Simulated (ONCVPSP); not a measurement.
# Ranking ONCV potentials for W (Z = 74)

All share these settings but for the change named:

W (Z = 74), optimised norm-conserving Vanderbilt (ONCV), made with ONCVPSP 4.0.1 (LDA (Perdew-Wang 92), scalar-relativistic). Core [Kr] 4d10 4f14, reference 5s2 5p6 5d4 6s2. Waves: 5s+6s: rc 1.80 bohr, ncon 4, nbas 7, qcut 7.5 1/bohr, 2 projectors; 5p: rc 1.75 bohr, ncon 5, nbas 9, qcut 8.3 1/bohr, 2 projectors, debl 3 Ha; 5d: rc 2.25 bohr, ncon 4, nbas 8, qcut 7.3 1/bohr, 2 projectors, debl 0.6 Ha. Local part: polynomial inside 1.55 bohr (lpopt 5, dvloc0 0 Ha). Core correction: none.

Test errors are all-electron minus pseudo excitation energies from the reference, over 5s2 5p6 5d4 6s1; 5s2 5p6 5d4 6s0; 5s2 5p6 5d3 6s0; 5s2 5p6 5d4 6s0 6p2. None of these files shows a bound ghost.

The base gives 13.6 meV.

Of 11 variants that were run, those that failed, showed a ghost or another fault, or gave nearly equal values are left out.

A variant can come out equal or close to the base, since the largest error may sit in a test that the change hardly touches while other tests move.

Problem. Rank these variants by their largest absolute test error, smallest first.
A. all radii scaled by about 0.85 (s 1.54, p 1.48, d 1.92 bohr); local potential polynomial inside 1.32 bohr (lpopt 5, dvloc0 0 Ha)
B. functional PBE; d: rc 1.75, qcut 9.4
C. d: rc 3.18
D. p: nbas 8

Solution. B (2.4 meV), C (8.4 meV), A (11.9 meV), D (13.7 meV).
